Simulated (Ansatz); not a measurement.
Stretching the Pb1–Cl3 bond in ClHPb (SMILES [Cl][PbH]) (multiplicity 1 held, fragments rigid). Energies count from the point at 2.493 Å.
Geometry at that point (charge 0, multiplicity 1):
```xyz
3

Pb    -0.2182    -0.2125     0.2936
H     -1.3777    -0.8869    -0.9989
Cl     1.1333     1.0773    -1.3574
```

R- and RO- levels are restricted; in cc, def2 and unpolarised 6-31G sets they are followed outwards from rest. Unrestricted levels (U-) break spin symmetry where that is lower. Levels need not reach the same state.

Frozen-core correlation. Filled d and f shells under p-block atoms count as core.

The values were computed with Ansatz (a quantum-chemistry and plane-wave program) with Gaussian orbitals.  In def2 rows elements past Kr take small-core potentials, without spin–orbit coupling.

Energies in kcal/mol.

| R (Å) | R-HF/def2-TZVPP | U-HF/def2-TZVPP | U-PBE/def2-TZVPP | U-B3LYP/def2-TZVPP | U-wB97X-V/def2-TZVPP | R-MP2/def2-TZVPP |
|---|---|---|---|---|---|---|
| 1.995 | 60.4 | 60.4 | 58.5 | 60.3 | 55.0 | 60.8 |
| 2.244 | 9.8 | 9.8 | 9.7 | 10.3 | 7.9 | 9.7 |
| 2.493 | 0.0 | 0.0 | 0.0 | 0.0 | 0.0 | 0.0 |
| 2.743 | 5.8 | 5.8 | 5.4 | 5.2 | 7.2 | 6.5 |
| 2.992 | 16.9 | 16.9 | 15.9 | 15.7 | 19.4 | 18.4 |
| 3.366 | 35.0 | 35.0 | 32.4 | 32.7 | 38.6 | 37.6 |
| 3.740 | 51.1 | 51.1 | 46.4 | 47.3 | 55.6 | 54.6 |
| 4.363 | 71.7 | 58.8 | 62.0 | 63.2 | 75.6 | 76.7 |
| 4.986 | 86.2 | 60.1 | 69.7 | 70.5 | 85.3 | 92.1 |
| 5.734 | 98.2 | 60.5 | 74.1 | 74.7 | 89.5 | 104.4 |
| 6.732 | 108.6 | 60.6 | 76.5 | 77.2 | 90.4 | 113.5 |
| 7.978 | 116.7 | 60.6 | 77.9 | 78.6 | 90.5 | 117.0 |

Doubts at one or more of the structures used: a restricted determinant that unrestricted orbitals would lower (R-HF/def2-TZVPP, R-MP2/def2-TZVPP); a spin-contaminated determinant (U-HF/def2-TZVPP, U-PBE/def2-TZVPP, U-B3LYP/def2-TZVPP, U-wB97X-V/def2-TZVPP).
